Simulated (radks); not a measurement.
Effect of the nuclear size on neutral chromium, [Ar] 3d5 4s1. Method: Dirac Kohn-Sham, LDA (Slater exchange, Perdew-Wang correlation), spin-unpolarised, spherical densities, finite nucleus; open shells are shared between the two j in proportion to 2j + 1; Fermi nuclear charge, rms radius 3.6452 fm; computed with a radial shooting solver on a logarithmic mesh with Libxc functionals. The rms radius is varied about that value; shifts are against it.

rms radius (fm),total energy shift (eV),density at nucleus (e/bohr^3),1s1/2 shift (meV),2s1/2 shift (meV)
3.2588,-0.0147,1.141e+04,-6.25,-0.546
3.401,-0.00949,1.14e+04,-4.03,-0.352
3.6452,0,1.137e+04,0.000,0.000
3.7618,0.00476,1.135e+04,2.02,0.176
4.0899,0.0189,1.132e+04,8.03,0.701

Slopes of the eigenvalues against <r^2> in GHz/fm^2, as finite differences over the two radii next to the reference (eigenvalue slopes, not the field-shift constants of lines): 1s1/2 566, 2s1/2 49.4.
